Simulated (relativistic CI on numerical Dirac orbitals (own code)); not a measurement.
## Slater and spin-orbit integrals, S¹⁰⁺

These numbers are calculated, not measured: Dirac-Coulomb-Breit CI, separate exchange-only KLI orbitals for each configuration, model QED (radiative potential, 1s self-energy scaled to tabulated hydrogen-like ionisation energies), unscaled Slater integrals (own radial code, finite nucleus).

Slater integrals F^k, G^k are unscaled and averaged over j, outside the closed core 1s2; ζ comes from projecting the Hamiltonian with its Breit term on Σ l·s of the shell.

- 2s2 2p2: F^2(2p,2p) = 250610, ζ(2p) = 8336.3 cm⁻¹; <r>(2p) = 0.3789, <r^2>(2p) = 0.1746 (bohr units).
- 2s 2p3: F^2(2p,2p) = 249510, G^1(2s,2p) = 280950, ζ(2p) = 8199.6 cm⁻¹; <r>(2s) = 0.4315, <r^2>(2s) = 0.2183, <r>(2p) = 0.3805, <r^2>(2p) = 0.1761 (bohr units).
- 2p4: F^2(2p,2p) = 247710, ζ(2p) = 8073.6 cm⁻¹; <r>(2p) = 0.383, <r^2>(2p) = 0.1785 (bohr units).

Averages of the first 10 configurations, taken without configuration mixing, which lowers the lowest level and can move excited configurations by several eV; other configurations of the list can lie among them:

```csv
Configuration,Parity,States,Average energy above the lowest level (eV)
2s2 2p2,even,15,6.8
2s 2p3,odd,40,50.8
2p4,even,15,105.6
2p3 3s,odd,40,377.6
2s2 2p 3s,odd,12,292.3
2p3 3p,even,120,389.7
2s2 2p 3p,even,36,305.9
2p3 3d,odd,200,402.7
2s2 2p 3d,odd,60,319.3
2s 2p2 3s,even,60,329.4
```
